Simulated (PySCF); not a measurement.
C3H6GeO. Atoms are numbered in the order given.

```xyz
11

C      2.0395     0.3280    -0.2290
Ge     0.2346     0.0524     0.4558
C     -1.3015     0.9357    -0.3250
C     -1.5890    -0.2546    -0.9027
O     -0.6922    -1.2310    -0.5948
H      2.5103     1.1842     0.2788
H      1.9934     0.5299    -1.3082
H      2.6536    -0.5671    -0.0485
H      0.2224    -0.3776     1.9387
H     -1.8267     1.8859    -0.3801
H     -2.4173    -0.5378    -1.5669
```
Charge 0, spin multiplicity 1.

Coordinates come from a B3LYP-D3(BJ)/def2-SVP optimisation. The structure was generated by enumeration; whether it is a known compound was not checked.

Method: PBE0/pcSseg-1 in PySCF.

GIAO shieldings, no solvent; atoms alike by connectivity are averaged. δ = σ(ref) − σ: ¹³C against TMS (σ = 186.3 ppm); ⁷³Ge against GeH4 (σ = 1658.3 ppm); ¹⁷O against H2O (σ = 334.2 ppm); ¹H against TMS (σ = 31.56 ppm), references at their B3LYP-D3(BJ)/def2-TZVP geometries, non-relativistic.

| atoms | nucleus | count | δ (ppm) |
|---|---|---|---|
| C4 | ¹³C | 1 | 180.6 |
| C3 | ¹³C | 1 | 103.6 |
| C1 | ¹³C | 1 | … |
| Ge2 | ⁷³Ge | 1 | 468.6 |
| O5 | ¹⁷O | 1 | … |
| H11 | ¹H | 1 | 7.68 |
| H9 | ¹H | 1 | … |
| H10 | ¹H | 1 | 5.23 |
| H6, H7, H8 | ¹H | 3 | … |

Question: What belongs in the gaps? (An estimate is asked for; the answer gives what the named calculation found.)

Answer: 
- O5, δ (ppm): 179.4
- C1, δ (ppm): 6.5
- H9, δ (ppm): 6.73
- H6, H7, H8, δ (ppm): 1.24
